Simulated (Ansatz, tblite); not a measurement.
Cost and result up the ladder for Si(vinyl)3Br (C6H9BrSi) (17 atoms). Total charge 0; singlet. Geometry: r2SCAN-D4/def2-SVP.

```xyz
17

Si   -0.023   -0.008    0.080
C     1.006    1.540   -0.114
C     1.345    2.395    0.861
H     1.360    1.756   -1.135
H     1.026    2.239    1.898
H     1.956    3.285    0.664
C     0.976   -1.500   -0.436
C     1.301   -2.545    0.338
H     1.324   -1.506   -1.482
H     0.986   -2.601    1.387
H     1.893   -3.386   -0.042
C    -1.562    0.118   -0.973
C    -2.829    0.081   -0.535
H    -1.394    0.231   -2.056
H    -3.065   -0.030    0.530
H    -3.681    0.161   -1.221
Br   -0.620   -0.230    2.235
```

Ansatz on 2 threads of AMD EPYC 7R13 on a shared host and a share (18 GiB) of an NVIDIA H100 80GB HBM3; xTB runs through tblite on one thread. Times are rough, summed over both states, and most runs start from the orbitals of an earlier one. B2PLYP/def2-TZVP serves as the yardstick here, not as an exact answer. The other state is a doublet.

The xTB rows come from tblite. Correlated methods freeze 20 core orbitals; core or outer-core shells of Br are correlated, in sets that lack core-valence functions. HOMO above LUMO, or a gap near zero within one spin, warns that the state may not be the lowest or that an electron is smeared out.

Correlated methods converge slowly with the basis.

Raw xTB energies of ions are shifted by several eV.

| level | functions | vertical IE (eV) | difference from B2PLYP/def2-TZVP (eV) | remarks |
| --- | --- | --- | --- | --- |
| PBE0-D4/def2-TZVP | 325 | 9.37 | -0.10 | – |
| PBE-D4/def2-TZVP | 325 | 9.03 | -0.44 | gap within one spin near zero (+1 doublet) |
| B2PLYP/def2-TZVP (with forces) | 325 | 9.48 | 0.00 | – |
| GFN2-xTB | 51 | 13.31 | 3.84 | – |
| GFN1-xTB | 60 | 13.86 | 4.39 | – |

(1) Estimate how long each takes.

Results:

(1) GFN2-xTB 0.03 s; GFN1-xTB 0.044 s; PBE-D4/def2-TZVP 10 s; B2PLYP/def2-TZVP (with forces) 11 s; PBE0-D4/def2-TZVP 15 s. On shared hardware such times vary by a factor of up to 3.
